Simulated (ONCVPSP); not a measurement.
# Potentials for caesium (Cs) compared

Generated with ld1.x 7.5 (TM, RRKJ, ultrasoft, PAW), atompaw 4.2 or ONCVPSP 4.0.1. The cutoff is in Ry: for ld1.x and atompaw files where the sum of valence levels is converged to 10 mRy in a Bessel basis, for ONCV files where the hardest occupied wave has 1 mHa per electron of residual kinetic energy. The error is the largest all-electron minus pseudo excitation energy over each file’s own four to seven test configurations (ionisations up to +4, promotions, holes and added fractions of an electron), all of which were solved. The labels leave out finer settings (local radius, basis sizes, second energies), which also bear on the numbers. Spin-polarised tests are not counted. The rows are a selection from randomly drawn settings: files with unsolved tests, undetermined cutoffs or missed reference levels are left out.

A true bound ghost makes a file unfit for plane-wave use even where its test errors are small: the radial tests pick states by their node count and pass the ghost by.

| potential | cutoff (Ry) | largest error (meV) | bound ghosts |
| --- | --- | --- | --- |
| ONCV, PBEsol, scalar-relativistic, rc 3.45/2.45/3.70 (spd), local smoothed, core correction no, reference 5s2 5p6 6s1, qcut 4.4/5.9/3.1, projectors 2/2/3 | 20 | +3.0 | none |
| ONCV, LDA (Perdew-Zunger), scalar-relativistic, rc 2.65/2.10/2.75 (spd), local smoothed, core correction no, reference 5s2 5p6 6s1, qcut 3.5/3.5/3.2, projectors 2/2/1 | 34 | -166 | s |
| ONCV, PBE, scalar-relativistic, rc 2.85/3.45/2.85 (spd), local smoothed, core correction yes, reference 5s2 5p6 6s1, qcut 3.7/4/3.6, projectors 2/2/1 | 8 | -179 | none |
| ONCV, PBEsol, scalar-relativistic, rc 3.20/2.75/2.80 (spd), local smoothed, core correction yes, reference 5s2 5p6 6s1, qcut 4.8/5.1/3.6, projectors 2/2/2 | 13 | -168 | none |
| ONCV, PBE, scalar-relativistic, rc 2.50/2.35/2.45 (spd), local smoothed, core correction yes, reference 5s2 5p6, qcut 4.5/3.5/4.5, projectors 1/2/3 | 14 | +119 | none |
| ONCV, PBE, fully relativistic, rc 1.70/3.25/3.15 (spd), local smoothed, core correction yes, reference 5s2 5p6, qcut 3.6/3.5/3, projectors 1/2/3 | 94 | +94 | none |

(1) Fill in the row for Cs: ONCV, LDA (Perdew-Zunger), scalar-relativistic, rc 2.55/3.95/2.55 (spd), local d, core correction no, reference 5s2 5p6 6s0.75 6p0.25, qcut 4/3.7/4.3, projectors 2/2/0.

Results:

(1) cutoff 13 Ry, largest error -29 meV, bound ghosts: none.
